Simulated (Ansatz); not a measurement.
Stretching the Sb1–H2 bond in ClH2Sb (SMILES [Cl][SbH2]) (multiplicity 1 held, fragments rigid). Energies count from the point at 1.719 Å.
Geometry at that point (charge 0, multiplicity 1):
```xyz
4

Sb    -0.33565    -0.34299     0.31866
H     -0.00046    -1.70124    -0.67944
H     -1.71925     0.02483    -0.63200
Cl     1.10811     1.12758    -0.87884
```

Signs of static correlation in def2-SVP, with CASSCF(2,2), from Ansatz (a first-principles code) runs.

| R (Å) | T1 of restricted CCSD | ⟨S²⟩ of UHF | largest double amplitude of restricted CCSD | weight of the CASSCF reference in MRCISD | CASSCF natural occupations |
|---|---|---|---|---|---|
| 1.375 | 0.011 | 0.000 | 0.053 | 0.906 | 1.99 0.01 |
| 1.547 | 0.011 | 0.000 | 0.054 | 0.905 | 1.98 0.02 |
| 1.719 | 0.012 | 0.000 | 0.056 | 0.905 | 1.97 0.03 |
| 1.890 | 0.013 | 0.000 | 0.063 | 0.905 | 1.95 0.05 |
| 2.062 | 0.014 | 0.000 | 0.071 | 0.905 | 1.93 0.07 |
| 2.320 | 0.017 | 0.371 | 0.163 | 0.905 | 1.87 0.13 |
| 2.578 | ___ | 0.698 | 0.261 | 0.904 | 1.79 0.21 |
| 3.007 | 0.035 | 0.913 | 0.427 | 0.904 | 1.59 0.41 |
| 3.437 | 0.048 | 0.980 | ___ | 0.904 | 1.38 0.62 |
| 3.953 | 0.059 | 1.005 | 0.753 | 0.904 | 1.20 0.80 |
| 4.640 | 0.064 | 1.012 | 0.879 | 0.904 | 1.08 0.92 |
| 5.499 | 0.064 | 1.013 | 0.941 | 0.904 | 1.02 0.98 |

Question: Fill in the missing entries.

Answer: 
- 2.578, T1 of restricted CCSD: 0.022
- 3.437, largest double amplitude of restricted CCSD: 0.592

Doubts at one or more of the structures used: a restricted determinant that unrestricted orbitals would lower (R-CCSD(T)/def2-SVP); other coupled-cluster roots lie near (R-CCSD(T)/def2-SVP); T1 above 0.05 (R-CCSD(T)/def2-SVP, U-CCSD(T)/def2-SVP); a spin-contaminated determinant (U-CCSD(T)/def2-SVP).
